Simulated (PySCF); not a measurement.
Polarisability and C₆ of Cr³⁺ (chromium, charge +3)

[Ar] 3d3, high-spin 4F determinant. Calculation: PySCF 2.14, in aug-cc-pwCVTZ; no relativity, point nucleus. Coupled (time-dependent) response in atomic units; α is the mean over directions.

```
method  mean α (bohr³)  C₆ (like pair)  S(−4)
  PBE0           2.096           5.317  1.524
```

S(−4) is the Cauchy moment in α(ω) = α(0) + S(−4) ω² + …

α(iu) at PBE0:

```
u (hartree)  α(iu) (bohr³)
          0          2.096
     0.0500          2.092
      0.100          2.081
      0.200          2.039
      0.300          1.976
      0.500          1.817
      0.750          1.608
       1.00          1.417
       1.50          1.102
       2.00         0.8652
       3.00         0.5588
       5.00         0.2812
```

For an ion, C₆ is the dispersion term alone; charge-induced terms of lower order in 1/R come first.
